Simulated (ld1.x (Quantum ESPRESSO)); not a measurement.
Zn: one change to an ultrasoft potential, before and after

ld1.x (Quantum ESPRESSO) 7.5 input, shortened:

```
&input
   title='Zn', zed=30., rel=1, dft='PBE', iswitch=3,
   config='[Ar] 3d10 4s1 4p0'
 /
 &inputp
   pseudotype=3, tm=.true., lloc=-1, rcloc=1.85,
   nlcc=.true., rcore=1.10,
   which_augfun='PSQ', rmatch_augfun=1.10
 /
6
4S  1  0   1.00   0.00  2.20  2.45  0.0
4S  1  0   0.00   3.80  2.20  2.45  0.0
4P  2  1   0.00   0.00  1.75  2.30  0.0
4P  2  1   0.00   0.30  1.75  2.30  0.0
3D  3  2  10.00   0.00  1.10  1.20  0.0
3D  3  2   0.00  -0.40  1.10  1.20  0.0
 &test
   configts(1)='3d10 4s1 4p0'
 /
```

Change: core correction a·sin(br)/r model core inside 0.78 bohr.

Cutoffs: the cutoffs (Ry, on a coarse ladder) from which the occupation-weighted sum of valence levels, in a spherical-Bessel basis at the reference potential, stays within 10 and 1 mRy of its value at 400 Ry; they do not see the model core or the augmentation charge, which bear on the density cutoff. Errors are all-electron minus pseudo energies relative to the spin-unpolarised reference configuration.

**Question.** What does the change do?

**Answer.** The potential gets neither clearly harder nor softer (100 Ry and 160 Ry → 100 Ry and 160 Ry); of the 7 tests that both files solve, the error grows in 3 and shrinks in 0 by more than 15 % and 0.3 meV (median size 1.9 → 2.4 meV); neither file shows a bound ghost. A model core, the more so a compact one, raises the density cutoff, which this test does not measure.

```csv
quantity,base,changed
"cutoff, loose",100 Ry,100 Ry
"cutoff, tight",160 Ry,160 Ry
bound ghosts,none,none
"error for 3d10 4s2 4p0, meV [ΔE -9.89 eV]",+2.7,+2.4
"error for 3d10 4s0 4p0, meV [ΔE 18.44 eV]",-1.9,-2.5
"error for 3d9 4s0 4p0, meV [ΔE 58.98 eV]",-136,-157
"error for 3d10 4s1 4p1, meV [ΔE -4.80 eV]",+0.7,+0.7
"error for 3d10 4s0 4p2, meV [ΔE 0.67 eV]",0.0,-0.1
"error for 3d10 4s0 4p1, meV [ΔE 6.32 eV]",-0.4,-0.6
"error for 3d8 4s0 4p0, meV [ΔE 120.79 eV]",-538,-640
s: phases at 2.67 bohr within 0.05 rad from the reference energy up to (Ry; the scan ends near 5),to the end of the scan,to the end of the scan
p: phases at 2.67 bohr within 0.05 rad from the reference energy up to (Ry; the scan ends near 5),3.6,3.6
d: phases at 2.67 bohr within 0.05 rad from the reference energy up to (Ry; the scan ends near 5),to the end of the scan,to the end of the scan
lowest overlap eigenvalue by channel,"s 0.65, p 0.64, d 1.00","s 0.65, p 0.64, d 1.00"
```
